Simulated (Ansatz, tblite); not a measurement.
Forces on the cluster Si₂Te at its r2SCAN-D4/def2-TZVP geometry. The state is a singlet with charge 0.

In the def2 sets Te takes a core potential; there is no spin–orbit coupling. The xTB rows come from tblite. The restricted singlet is unstable towards broken spin symmetry in Hartree–Fock (as tested in another run); at PBE-D4/def2-TZVP this wasn't settled. At PBE-D4/def2-TZVP an occupied level lies above an empty one. Another isomer (singlet) lies 1.80 eV lower at PBE0-D4/def2-TZVP; other spin states weren't run for this one.

GFN1-xTB (tblite), largest force 0.74 eV/Å:

```xyz
3
positions Å, forces eV/Å
Si   -0.013   -0.020    0.015   -0.230   -0.379    0.405
Si   -0.865   -1.422    1.511   -0.055   -0.089    0.092
Te    0.877    1.442   -1.525    0.285    0.469   -0.497
```

GFN2-xTB (tblite), largest force 2.74 eV/Å:

```
Si -1.052 -1.730 1.839
Si 0.391 0.645 -0.692
Te 0.661 1.085 -1.147
```

PBE-D4/def2-TZVP (Ansatz), largest force 0.35 eV/Å:

```
Si -0.083 -0.136 0.144
Si -0.054 -0.089 0.094
Te 0.137 0.225 -0.237
```
